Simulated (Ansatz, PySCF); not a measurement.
Species: chloro selenohypochlorite, SeCl₂ (charge 0, singlet). 
Geometry from a B3LYP-D3(BJ)/def2-TZVP (Ansatz, a program for electronic structure) optimisation:
SMILES: Cl[Se]Cl
```xyz
3

Se    -0.0048    -0.0006     0.6866
Cl     1.1124     1.2742    -0.6777
Cl    -1.1027    -1.2730    -0.6955
```
Charge 0, spin multiplicity 1.

Wanted: vertical ionisation energy (to the doublet state of charge +1; each state is the SCF solution reached for its spin), in eV. Correlated levels leave the core frozen unless marked. UHF or UKS for open shells. No spin-orbit coupling. The frozen core is the preceding noble-gas configuration, with the filled d and f shells of earlier blocks. No relativistic terms. CBS marks a two-point X^-3 extrapolation of the correlation energy; Hartree-Fock from the larger set. The bracket is a focal-point correction in the basis named.

| level | program | vertical ionisation energy (eV) |
|---|---|---|
| PBE/def2-TZVPD | Ansatz | 9.06 |
| r2SCAN/def2-TZVPD | Ansatz | 9.21 |
| PBE0/def2-TZVPD | Ansatz | 9.34 |
| SCS-MP2/def2-SVPD | Ansatz | 9.41 |
| SCS-MP2/def2-TZVPPD | Ansatz | 9.47 |
| CCSD/def2-SVPD | Ansatz | 9.33 |
| RI-MP2/CBS(def2-TZVPPD,def2-QZVPPD)+[CCSD(T)-MP2]/def2-TZVPPD | Ansatz | 9.51 |

For comparison, minus the highest occupied orbital energy (PySCF): 5.74 eV at BLYP/def2-TZVPD, 8.32 eV at M06-2X/def2-TZVPD, 6.01 eV at M06-L/def2-TZVPD.
